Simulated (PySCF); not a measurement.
**Dipole response of S (sulfur, neutral)**

[Ne] 3s2 3p4, high-spin 3P determinant. All numbers are calculated (PySCF 2.14, no relativity, point nucleus, in aug-cc-pwCVQZ). Coupled (time-dependent) response in atomic units; α is the mean over directions.

```json
{"method": "UHF", "mean α (bohr³)": "19.13", "α xx, yy, zz": "18.01, 21.37, 18.01", "C₆ (like pair)": "130.2", "S(−4)": "102.7"}
{"method": "PBE", "mean α (bohr³)": "21.01", "α xx, yy, zz": "19.53, 23.98, 19.53", "C₆ (like pair)": "145.3", "S(−4)": "138.7"}
{"method": "PBE0", "mean α (bohr³)": "20.10", "α xx, yy, zz": "18.79, 22.72, 18.79", "C₆ (like pair)": "137.8", "S(−4)": "120.5"}
{"method": "PW91", "mean α (bohr³)": "20.87", "α xx, yy, zz": "19.42, 23.77, 19.42", "C₆ (like pair)": "144.0", "S(−4)": "136.3"}
```

S(−4) is the Cauchy moment in α(ω) = α(0) + S(−4) ω² + …

Reference α: 19.4 ± 0.1 bohr³ (recommended; Schwerdtfeger and Nagle, table of static dipole polarizabilities (2023 update)). Published C₆: 134.0 (Chu and Dalgarno (2004); Tang, Norbeck and Certain (1976)).

α(iu) at PW91:

```json
{"u (hartree)": "0", "α(iu) (bohr³)": "20.87"}
{"u (hartree)": "0.0500", "α(iu) (bohr³)": "20.54"}
{"u (hartree)": "0.100", "α(iu) (bohr³)": "19.63"}
{"u (hartree)": "0.200", "α(iu) (bohr³)": "16.83"}
{"u (hartree)": "0.300", "α(iu) (bohr³)": "13.84"}
{"u (hartree)": "0.500", "α(iu) (bohr³)": "9.174"}
{"u (hartree)": "0.750", "α(iu) (bohr³)": "5.739"}
{"u (hartree)": "1.00", "α(iu) (bohr³)": "3.843"}
{"u (hartree)": "1.50", "α(iu) (bohr³)": "2.037"}
{"u (hartree)": "2.00", "α(iu) (bohr³)": "1.263"}
{"u (hartree)": "3.00", "α(iu) (bohr³)": "0.6381"}
{"u (hartree)": "5.00", "α(iu) (bohr³)": "0.2756"}
```

A single London oscillator, α(iu) = α/(1 + u²/ω²), gives C₆ = (3/4) ω α². Matching the computed C₆ needs ω = 4 × 144.0 / (3 × 20.87²) = 0.441 hartree.

The components differ because the open shell of this determinant is not spherical; for a pure term their mean is the scalar polarisability.
